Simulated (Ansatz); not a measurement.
Isolated molecules relaxed with PBE0-D4/def2-TZVP in Ansatz; ΔE leaves out vibrations. CCSD(T)/CBS adds triple-zeta CCSD(T) − MP2 to the extrapolated MP2 energy (def2 sets, frozen cores). Functionals use def2-TZVPP. For Ge outer-core shells are correlated without core-valence functions, which leaves a few kJ/mol of doubt a bond. Scalar relativity is left out up to krypton. Each species was taken in one conformer, which may not be the lowest.

Reaction (ligand exchange at the Si–N bond): `C[SiH2]N[SiH2]O` + `[OH][GeH3]` → `O[SiH2][O][GeH3]` + `C[SiH2]N`

**Question.** Is it downhill or uphill in electronic energy at CCSD(T)/CBS, and by how much? (Estimate.)

**Answer.** Computed: Downhill: ΔE = -49.8 kJ/mol.

**Question.** What do these levels give: r2SCAN-D4, B2PLYP, r2SCAN, PBE0, HF/def2-TZVPP, MP2/def2-TZVPP, SCS-MP2/def2-TZVPP, HF/def2-QZVPP, SCS-MP2/def2-QZVPP, HF/CBS(def2), MP2/CBS(def2), CCSD/CBS(def2)? (An estimate is asked.)

**Answer.** Ansatz gave: r2SCAN-D4 -49.2, B2PLYP -52.6, r2SCAN -49.9, PBE0 -47.1, HF/def2-TZVPP -62.2, MP2/def2-TZVPP -49.8, SCS-MP2/def2-TZVPP -52.0, HF/def2-QZVPP -62.9, SCS-MP2/def2-QZVPP -52.1, HF/CBS(def2) -63.0, MP2/CBS(def2) -49.5, CCSD/CBS(def2) -51.6 kJ/mol.

Largest T1 diagnostic among the species: 0.012.

In def2-TZVPP, CCSD(T) changes the Hartree–Fock value by +12.1 kJ/mol (the triples alone add +1.8 kJ/mol) and MP2 by +12.4 kJ/mol.
